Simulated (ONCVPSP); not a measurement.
**What one change does to a pseudopotential (technetium, ONCV)**

technetium (Tc), optimised norm-conserving Vanderbilt (ONCV), made with ONCVPSP 4.0.1 (Wu-Cohen, scalar-relativistic). Core [Ar] 3d10, reference 4s2 4p6 4d5 5s1.75 5p0.25. Waves: 4s+5s: rc 1.70 bohr, ncon 4, nbas 8, qcut 9.2 1/bohr, 2 projectors; 4p+5p: rc 2.30 bohr, ncon 4, nbas 8, qcut 6.6 1/bohr, 3 projectors, debl 1.8 Ha; 4d: rc 1.85 bohr, ncon 3, nbas 8, qcut 7.2 1/bohr, 1 projector. Local part: polynomial inside 1.35 bohr (lpopt 5, dvloc0 3 Ha). Core correction: Teter function, fcfact 4.25, rcfact 1.1.

Change: core correction Teter function, fcfact 4.25, rcfact 1.68.

Cutoffs: the cutoffs (Ha) at which the residual kinetic energy of the hardest occupied pseudo-wave falls to 1 and 0.1 mHa per electron; they do not see the model core or the augmentation charge, which bear on the density cutoff. Errors are all-electron minus pseudo energies relative to the spin-unpolarised reference configuration.

Problem. How do hardness, ghosts and transferability respond?

Solution. The potential gets neither clearly harder nor softer (24 Ha and 29 Ha → 24 Ha and 29 Ha); of the 4 tests that both files solve, the error grows in 1 and shrinks in 0 by more than 15 % and 0.3 meV (median size 0.8 → 1.0 meV); neither file shows a bound ghost. A model core, the more so a compact one, raises the density cutoff, which this test does not measure.

```tsv
quantity	base	changed
cutoff, loose	24 Ha	24 Ha
cutoff, tight	29 Ha	29 Ha
bound ghosts	none	none
GHOST(+) flags under 300 eV	none	none
error for 4s2 4p6 4d5 5s2 5p0, meV [ΔE -0.94 eV]	+0.1	+0.1
error for 4s2 4p6 4d5 5s1 5p0, meV [ΔE 7.27 eV]	-1.3	-1.5
error for 4s2 4p6 4d5 5s0 5p0, meV [ΔE 22.10 eV]	-4.5	-5.8
error for 4s2 4p6 4d5 5s1 5p1, meV [ΔE 2.90 eV]	-0.4	-0.4
s: phases at 1.73 bohr within 0.05 rad from the reference energy up to (Ha; the scan ends near 5)	to the end of the scan	to the end of the scan
p: phases at 2.33 bohr within 0.05 rad from the reference energy up to (Ha; the scan ends near 5)	to the end of the scan	to the end of the scan
d: phases at 1.88 bohr within 0.05 rad from the reference energy up to (Ha; the scan ends near 5)	2.3	2.3
rms error of d²Exc/dni dnj with the model core, mHa	0.98	2.35
```
